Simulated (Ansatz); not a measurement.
Consider the ligand exchange at the Si–O bond: `F[SiH]([SeH])O[SiH3]` + `C#CS` → `C#CS[SiH3]` + `O[SiH](F)[SeH]`.

Isolated molecules relaxed with PBE0-D4/def2-TZVP in Ansatz; ΔE leaves out vibrations. CCSD(T)/CBS is the MP2 limit (def2-TZVPP, def2-QZVPP) plus CCSD(T) − MP2 in def2-TZVPP, frozen cores. This one scheme is used for every species. Functionals use def2-TZVPP. For Se outer-core shells are correlated without core-valence functions, which leaves a few kJ/mol of doubt a bond. Scalar relativity is left out up to krypton. Each species was taken in one conformer, which may not be the lowest.

| level | ΔE (kJ/mol) | difference from CCSD(T)/CBS |
| --- | --- | --- |
| B97M-V | 40.4 | -0.9 |
| PBE0-D4 | 29.8 | -11.5 |
| CAM-B3LYP-D4 | 48.6 | 7.3 |
| r2SCAN | 34.9 | -6.4 |
| RPA@PBE/def2-TZVPP | 46.4 | 5.1 |
| CCSD/def2-SVP | 47.7 | 6.4 |
| HF/def2-TZVPP | 60.0 | 18.7 |
| MP2/def2-TZVPP | 38.3 | -3.0 |
| MP2/def2-QZVPP | 38.5 | -2.8 |
| HF/CBS(def2) | 62.8 | 21.5 |
| CCSD(T)/CBS | 41.3 | 0 |

Largest T1 diagnostic among the species: 0.013.

In def2-TZVPP, CCSD(T) changes the Hartree–Fock value by −17.4 kJ/mol (the triples alone add −3.8 kJ/mol) and MP2 by −21.7 kJ/mol. Leaving LDA and LC-ωPBE aside and taking each functional with its dispersion term where it has one, the values, not all of them listed here, spread over 28.3 kJ/mol, from revPBE-D4 to BHLYP-D4.
